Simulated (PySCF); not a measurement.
**Peak assignment**

Bonds (- single, = double, # triple, : aromatic): C1-N2, N2-Si3, N2-C4, C4-C5, C5#C6, C6-C7, C7-F8, C7-F9, C7-F10. C1 carries H11, H12, H13; Si3 carries H14, H15, H16; C4 carries H17, H18.

- GFN2-xTB geometry
- PBE0/pcSseg-1 with gauge-including orbitals
- run in PySCF
- relativity neglected, isolated molecule, fast rotation and ring inversion assumed for equivalent nuclei, a single conformation

δ = σ(ref) − σ, references computed at the same level: TMS for ¹³C (σref 186.93), ¹H (σref 31.72).

Problem. Assign these signals to the numbered atoms. ¹³C{¹H} NMR (computed): δ 124.0 (C), 94.4 (C), 78.1 (C), 44.8 (CH2), 39.7 (CH3).

Solution. 
```tsv
δ (ppm)	atoms	environment	reason
124.0	C7	CF3 carbon	3 electronegative neighbours deshield it
94.4	C5	alkyne carbon	sp carbons lie upfield of alkene carbons because the cylindrical π system leaves one tensor component strongly shielded
78.1	C6	alkyne carbon	–
44.8	C4	propargylic sp3 CH2 bonded to N	pulled downfield by the heteroatom
39.7	C1	methyl carbon bonded to N	pulled downfield by the heteroatom
```

Problem. Assign these signals to the numbered atoms. ¹H NMR (400 MHz, computed): δ 4.65 (s, 3H), 3.78 (s, 2H), 2.76 (s, 3H).

Solution. 
4.65 → H14/H15/H16, hydrogen on a silicon bonded to N
3.78 → H17/H18, hydrogen on a propargylic sp3 CH2 bonded to N: its carbon carries N, which withdraws density
2.76 → H11/H12/H13, hydrogen on a methyl carbon bonded to N: its carbon carries N, hence the downfield position

Splittings by ¹⁹F in the carbon and heteronuclear signals aren't shown, as no couplings were computed. Shifts are as computed. Against solution values, carbons near 30 ppm lie about +3 ppm off and those near 130 ppm about +5 ppm. Of 1211 compounds with measured shifts, 218 miss one by over three times the rms of a fit or turn the order of signals round; such compounds aren't used in these exercises. Multiplicities follow the n + 1 count of equivalent neighbours, as no J values were calculated; m marks all less simple cases, F and P coupling included.
